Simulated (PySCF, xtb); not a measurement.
Te(iPr)(SH) (C3H8STe), SMILES CC(C)[Te]S.

xtb with GFN2-xTB at its own geometry gives an orbital gap of 3.59 eV and a dipole moment of 2.75 D.

Geometry optimised at r2SCAN-D4/def2-SVP. The def2 effective core potentials stand for the cores of Te; spin–orbit coupling is left out. Other conformers were not sampled.

What does r2SCAN/def2-TZVP in PySCF give? (An estimate is asked for; the answer gives what the named calculation found.)

gap 3.15 eV (levels -5.37 and -2.23 eV), dipole 2.16 D.
